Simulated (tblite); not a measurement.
Record of a relaxation.

C6H13BO2Si.
SMILES with atom numbers: `[CH3:1][CH2:2][Si@H:3]([CH3:4])[C:5]1=[CH:6][O:7][BH2-:8][O+:9]=[CH:10]1` (hydrogens: H11, H12, H13 on C1; H14, H15 on C2; H16 on Si3; H17, H18, H19 on C4; H20 on C6; H21, H22 on B8; H23 on C10)
Bond orders are those of one Lewis drawing.

Computed with GFN2-xTB (tblite), gas phase: L-BFGS steps from a force-field or distance-geometry start until the largest atomic force falls under 0.01 eV/Å. 7 of its 129 geometries are shown.

Step 0: E = -831.2540 eV, largest atomic force 5.818 eV/Å
```
atom  x, y, z in Å  |  force x, y, z in eV/Å
C1     -2.376    1.357    0.799   -1.531   1.304   1.183
C2     -2.154   -0.126    0.697   -1.307  -0.566   0.807
Si3    -0.869   -0.619   -0.543   -1.043  -0.397  -1.236
C4     -0.808   -2.487   -0.626    0.770  -0.983   0.414
C5      0.794    0.061   -0.223   -0.882   2.700  -2.897
C6      1.565   -0.485    0.686    5.147   0.263   2.700
O7      2.838   -0.030    0.980   -3.847  -2.521   0.360
B8      3.443    1.124    0.282    0.957  -0.085   0.332
O9      2.483    1.631   -0.713   -0.794   0.879  -1.228
C10     1.331    1.199   -0.951    1.009  -1.447   1.879
H11    -3.487    1.508    0.869    0.863   0.193  -0.028
H12    -2.061    1.924   -0.078    0.254  -0.071   0.359
H13    -1.989    1.782    1.770    0.026  -0.258  -1.289
H14    -1.982   -0.514    1.717   -0.026  -0.050  -0.480
H15    -3.137   -0.558    0.366    0.900   0.004   0.274
H16    -1.408   -0.218   -1.868    0.234   0.231   0.087
H17    -0.556   -2.766   -1.657   -0.254  -0.221   0.428
H18    -1.759   -2.958   -0.313    0.772   0.167  -0.293
H19     0.038   -2.864    0.015   -1.040   0.087  -0.598
H20     1.143   -1.341    1.228    0.902   0.277   0.257
H21     4.454    0.729   -0.246   -0.231   0.061  -0.313
H22     3.742    1.999    1.059   -0.413  -0.012  -0.052
H23     0.750    1.680   -1.694   -0.465   0.445  -0.668
```

Step 21: E = -832.2833 eV, largest atomic force 0.087 eV/Å
```
atom  x, y, z in Å  |  force x, y, z in eV/Å
C1     -2.434    1.391    0.823    0.023   0.017  -0.008
C2     -2.222   -0.121    0.684    0.015  -0.022   0.012
Si3    -0.911   -0.630   -0.615   -0.044   0.031   0.046
C4     -0.784   -2.530   -0.655   -0.004  -0.023   0.002
C5      0.790    0.079   -0.232   -0.006   0.046  -0.059
C6      1.634   -0.457    0.740   -0.007   0.006   0.000
O7      2.798   -0.064    1.021   -0.022  -0.041   0.049
B8      3.450    1.117    0.288   -0.051   0.042  -0.047
O9      2.456    1.686   -0.752    0.052  -0.041   0.052
C10     1.321    1.169   -0.923    0.015   0.024  -0.013
H11    -3.484    1.620    0.985    0.017   0.017   0.080
H12    -2.114    1.928   -0.065   -0.021  -0.007  -0.084
H13    -1.866    1.782    1.663    0.033   0.024   0.003
H14    -1.961   -0.527    1.663   -0.015  -0.043  -0.006
H15    -3.172   -0.588    0.417    0.049  -0.011  -0.057
H16    -1.299   -0.062   -1.920   -0.016  -0.059   0.008
H17    -0.535   -2.896   -1.645    0.035   0.036  -0.053
H18    -1.714   -3.005   -0.365   -0.075   0.028   0.002
H19    -0.016   -2.891    0.021    0.032  -0.007   0.024
H20     1.271   -1.302    1.329    0.062  -0.005   0.049
H21     4.402    0.714   -0.296   -0.007  -0.040  -0.035
H22     3.670    1.970    1.085   -0.021   0.033   0.045
H23     0.715    1.645   -1.696   -0.043  -0.005  -0.009
```

Step 43: E = -832.3741 eV, largest atomic force 0.067 eV/Å
```
atom  x, y, z in Å  |  force x, y, z in eV/Å
C1     -2.336    1.387    0.811    0.015   0.033   0.008
C2     -2.246   -0.126    0.640   -0.012   0.017   0.022
Si3    -0.904   -0.668   -0.605    0.037  -0.041  -0.021
C4     -0.800   -2.566   -0.691    0.002  -0.021   0.003
C5      0.786    0.052   -0.189    0.012   0.004   0.002
C6      1.627   -0.426    0.817    0.002   0.003   0.002
O7      2.772    0.016    1.103    0.001  -0.010   0.024
B8      3.418    1.165    0.311    0.006   0.029  -0.039
O9      2.401    1.711   -0.712   -0.007  -0.005   0.009
C10     1.286    1.153   -0.884   -0.004   0.018  -0.010
H11    -3.160    1.653    1.472    0.026   0.000  -0.028
H12    -2.495    1.875   -0.149   -0.028  -0.020   0.028
H13    -1.418    1.783    1.238    0.016  -0.014  -0.003
H14    -2.083   -0.582    1.617    0.056  -0.014   0.034
H15    -3.212   -0.498    0.296   -0.025  -0.005  -0.027
H16    -1.264   -0.133   -1.931   -0.004   0.011  -0.019
H17    -0.415   -2.888   -1.654   -0.010   0.008   0.018
H18    -1.781   -3.012   -0.563    0.020  -0.018  -0.019
H19    -0.146   -2.984    0.069   -0.022   0.031   0.027
H20     1.291   -1.253    1.447   -0.033   0.003  -0.021
H21     4.339    0.723   -0.302   -0.023  -0.007   0.039
H22     3.679    2.042    1.071   -0.027  -0.043  -0.011
H23     0.656    1.602   -1.655    0.005   0.040  -0.018
```

Step 64: E = -832.3910 eV, largest atomic force 0.048 eV/Å
```
atom  x, y, z in Å  |  force x, y, z in eV/Å
C1     -2.266    1.379    0.813   -0.023  -0.003  -0.001
C2     -2.200   -0.135    0.635   -0.007   0.011   0.010
Si3    -0.918   -0.675   -0.675   -0.028   0.008   0.026
C4     -0.790   -2.570   -0.683   -0.021  -0.029  -0.010
C5      0.758    0.063   -0.253    0.015   0.002   0.007
C6      1.554   -0.416    0.788    0.012   0.006  -0.001
O7      2.684    0.026    1.129    0.018   0.004  -0.013
B8      3.368    1.159    0.340    0.000  -0.005   0.024
O9      2.381    1.731   -0.694    0.007   0.026   0.004
C10     1.267    1.184   -0.907    0.013   0.006   0.000
H11    -2.976    1.648    1.593   -0.010  -0.001   0.005
H12    -2.580    1.859   -0.110    0.011   0.002  -0.006
H13    -1.292    1.777    1.088    0.023   0.010   0.007
H14    -1.964   -0.593    1.599    0.014   0.007  -0.017
H15    -3.189   -0.502    0.359    0.009   0.004   0.000
H16    -1.294   -0.161   -2.002   -0.017  -0.008   0.000
H17    -0.286   -2.930   -1.574    0.015   0.007   0.002
H18    -1.778   -3.017   -0.662   -0.010  -0.045  -0.015
H19    -0.242   -2.946    0.176   -0.014   0.010  -0.005
H20     1.181   -1.237    1.404   -0.005   0.000  -0.008
H21     4.290    0.691   -0.248   -0.012  -0.011  -0.013
H22     3.635    2.023    1.109   -0.003   0.023   0.008
H23     0.651    1.670   -1.668    0.015  -0.020  -0.005
```

Step 85: E = -832.3955 eV, largest atomic force 0.031 eV/Å
```
atom  x, y, z in Å  |  force x, y, z in eV/Å
C1     -2.242    1.389    0.820    0.015   0.019  -0.013
C2     -2.176   -0.127    0.655   -0.014   0.022   0.008
Si3    -0.925   -0.689   -0.678   -0.022   0.014   0.006
C4     -0.795   -2.587   -0.696   -0.002   0.027  -0.002
C5      0.758    0.051   -0.278   -0.014  -0.003   0.010
C6      1.541   -0.417    0.777    0.004   0.002   0.011
O7      2.663    0.030    1.134    0.015   0.005  -0.008
B8      3.345    1.172    0.356    0.002  -0.006  -0.003
O9      2.362    1.748   -0.680   -0.006   0.000  -0.011
C10     1.265    1.178   -0.924   -0.006  -0.001   0.009
H11    -2.942    1.668    1.607    0.006  -0.027  -0.014
H12    -2.568    1.861   -0.103   -0.001  -0.001  -0.011
H13    -1.266    1.794    1.077    0.013  -0.013   0.006
H14    -1.918   -0.572    1.618    0.005  -0.011  -0.004
H15    -3.172   -0.493    0.405   -0.005  -0.021   0.007
H16    -1.328   -0.180   -1.999   -0.003  -0.005   0.000
H17    -0.197   -2.926   -1.535    0.007  -0.005  -0.010
H18    -1.773   -3.048   -0.782   -0.004   0.004  -0.011
H19    -0.332   -2.970    0.209   -0.010   0.002   0.014
H20     1.158   -1.239    1.388    0.021  -0.004   0.012
H21     4.265    0.707   -0.243    0.009  -0.001   0.020
H22     3.612    2.030    1.132   -0.011  -0.002  -0.017
H23     0.662    1.647   -1.704    0.002   0.006   0.003
```

Step 107: E = -832.3993 eV, largest atomic force 0.017 eV/Å
```
atom  x, y, z in Å  |  force x, y, z in eV/Å
C1     -2.215    1.393    0.821   -0.011  -0.001  -0.001
C2     -2.166   -0.127    0.684    0.001   0.005  -0.003
Si3    -0.938   -0.696   -0.664    0.006   0.009   0.003
C4     -0.809   -2.591   -0.717    0.001   0.003   0.003
C5      0.749    0.040   -0.267    0.002   0.005   0.008
C6      1.545   -0.423    0.780    0.001   0.000  -0.001
O7      2.666    0.036    1.127    0.003  -0.004  -0.003
B8      3.331    1.188    0.353    0.001   0.004   0.001
O9      2.354    1.727   -0.709    0.003  -0.006  -0.003
C10     1.254    1.157   -0.932   -0.003   0.000  -0.003
H11    -2.917    1.694    1.597    0.007  -0.012   0.005
H12    -2.530    1.851   -0.114    0.000   0.000   0.000
H13    -1.234    1.789    1.076   -0.007  -0.010   0.004
H14    -1.888   -0.560    1.648   -0.005   0.010  -0.004
H15    -3.169   -0.495    0.462    0.010   0.003  -0.004
H16    -1.349   -0.176   -1.978   -0.002   0.008  -0.008
H17    -0.095   -2.910   -1.469    0.003  -0.003   0.001
H18    -1.765   -3.041   -0.960   -0.014  -0.005  -0.002
H19    -0.488   -3.002    0.235    0.001  -0.008   0.015
H20     1.180   -1.252    1.393    0.004  -0.003  -0.004
H21     4.281    0.747   -0.213   -0.001  -0.001  -0.006
H22     3.552    2.065    1.123   -0.003   0.004   0.009
H23     0.646    1.613   -1.718    0.005   0.004  -0.007
```

Step 128: E = -832.4008 eV, largest atomic force 0.009 eV/Å
```
atom  x, y, z in Å  |  force x, y, z in eV/Å
C1     -2.231    1.389    0.836    0.002   0.003  -0.002
C2     -2.171   -0.128    0.679   -0.002   0.000  -0.003
Si3    -0.931   -0.686   -0.663   -0.001  -0.002  -0.001
C4     -0.827   -2.584   -0.700    0.003   0.008   0.000
C5      0.757    0.047   -0.269    0.000  -0.005  -0.002
C6      1.567   -0.431    0.761    0.003  -0.006  -0.001
O7      2.694    0.019    1.097   -0.002   0.002   0.003
B8      3.341    1.199    0.351   -0.001   0.000  -0.003
O9      2.374    1.717   -0.732   -0.001   0.001  -0.001
C10     1.270    1.153   -0.948    0.002  -0.004   0.000
H11    -2.938    1.673    1.613    0.000  -0.005   0.002
H12    -2.542    1.857   -0.095   -0.001   0.002   0.000
H13    -1.254    1.786    1.103    0.002   0.002   0.001
H14    -1.901   -0.571    1.641    0.003   0.004  -0.001
H15    -3.168   -0.500    0.442   -0.006   0.003  -0.001
H16    -1.335   -0.167   -1.981   -0.001  -0.002   0.005
H17    -0.073   -2.924   -1.402    0.002   0.003  -0.001
H18    -1.775   -3.018   -1.001    0.001  -0.004   0.002
H19    -0.578   -2.994    0.275    0.001  -0.002   0.002
H20     1.214   -1.275    1.359   -0.003  -0.005   0.000
H21     4.316    0.793   -0.196    0.004   0.000  -0.003
H22     3.516    2.075    1.135   -0.007   0.002   0.000
H23     0.671    1.597   -1.748    0.003   0.004   0.004
```

Q: Summarise the path.

A: The energy falls by 26.45 kcal/mol from step 0 to step 128; nine tenths of that is first reached at step 23. It falls at every step. The largest force goes from 5.818 to 0.009 eV/Å. Among the bonds C6–O7 changes most, from 1.384 to 1.260 Å; the atoms move by 0.401 Å rms after alignment.

Q: Follow the three bonds and two angles with the largest change from start to end.

A: 
| step | E above end (kcal/mol) | largest force (eV/Å) | C6–O7 (Å) | C5=C6 (Å) | B8–O9 (Å) | H21–B8–H22 (°) | C4–Si3–H16 (°) |
| --- | --- | --- | --- | --- | --- | --- | --- |
| 0 | 26.45 | 5.818 | 1.384 | 1.311 | 1.473 | 108.2 | 104.0 |
| 6 | 3.98 | 0.508 | 1.261 | 1.398 | 1.549 | 114.5 | 107.6 |
| 11 | 3.17 | 0.137 | 1.258 | 1.394 | 1.541 | 116.3 | 109.2 |
| 17 | 2.88 | 0.095 | 1.259 | 1.396 | 1.540 | 115.4 | 111.3 |
| 22 | 2.66 | 0.114 | 1.260 | 1.395 | 1.545 | 115.1 | 112.8 |
| 28 | 2.12 | 0.137 | 1.260 | 1.392 | 1.535 | 117.0 | 112.3 |
| 33 | 1.52 | 0.300 | 1.258 | 1.397 | 1.538 | 115.6 | 109.9 |
| 39 | 0.76 | 0.140 | 1.260 | 1.396 | 1.546 | 116.4 | 109.0 |
| 45 | 0.58 | 0.052 | 1.260 | 1.395 | 1.536 | 115.2 | 109.6 |
| 50 | 0.50 | 0.063 | 1.261 | 1.396 | 1.541 | 115.7 | 110.0 |
| 56 | 0.35 | 0.063 | 1.259 | 1.394 | 1.538 | 116.3 | 110.8 |
| 61 | 0.26 | 0.059 | 1.260 | 1.395 | 1.542 | 115.8 | 111.3 |
| 67 | 0.20 | 0.032 | 1.260 | 1.395 | 1.540 | 115.7 | 111.0 |
| 72 | 0.18 | 0.026 | 1.260 | 1.395 | 1.541 | 115.9 | 110.9 |
| 78 | 0.16 | 0.026 | 1.260 | 1.395 | 1.542 | 115.7 | 111.0 |
| 83 | 0.13 | 0.033 | 1.259 | 1.395 | 1.541 | 115.9 | 110.8 |
| 89 | 0.09 | 0.036 | 1.260 | 1.395 | 1.541 | 115.8 | 110.6 |
| 95 | 0.05 | 0.028 | 1.260 | 1.395 | 1.539 | 116.0 | 110.4 |
| 100 | 0.04 | 0.014 | 1.260 | 1.395 | 1.541 | 115.9 | 110.2 |
| 106 | 0.04 | 0.016 | 1.260 | 1.395 | 1.541 | 115.7 | 110.3 |
| 111 | 0.03 | 0.017 | 1.260 | 1.395 | 1.540 | 115.9 | 110.6 |
| 117 | 0.02 | 0.013 | 1.260 | 1.395 | 1.541 | 115.8 | 110.7 |
| 122 | 0.01 | 0.021 | 1.260 | 1.395 | 1.542 | 115.8 | 110.7 |
| 128 | 0.00 | 0.009 | 1.260 | 1.395 | 1.541 | 115.7 | 110.5 |

What follows is the cost of the whole relaxation. Hardware: an Intel Xeon at 2.50 GHz with one thread, shared host. Cost: 4.8 s wall, 4.2 s CPU.
